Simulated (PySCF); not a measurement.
CH3ISn, SMILES [CH3][Sn][I] (connectivity only; charge and spin as stated), neutral, multiplicity 1.

Geometry optimised at B3LYP-D3(BJ)/def2-SVP. The def2 effective core potentials stand for the cores of I, Sn; spin–orbit coupling is left out.

These are PBE/def2-TZVPD (PySCF) values and carry that method's errors.

Symmetry labels are those of the subgroup Cs that the program uses (full group Cs).

Computed valence orbital energies around the gap with their symmetry:
| orbital | symmetry | energy (eV) |
|---|---|---|
| HOMO−7 | A' | -16.58 |
| HOMO−6 | A' | -11.25 |
| HOMO−5 | A' | -9.79 |
| HOMO−4 | A" | -9.71 |
| HOMO−3 | A' | -7.21 |
| HOMO−2 | A" | -6.47 |
| HOMO−1 | A' | -6.43 |
| HOMO | A' | -5.61 |
| LUMO | A" | -3.62 |
| LUMO+1 | A' | -1.79 |
| LUMO+2 | A' | -0.58 |
| LUMO+3 | A' | -0.23 |
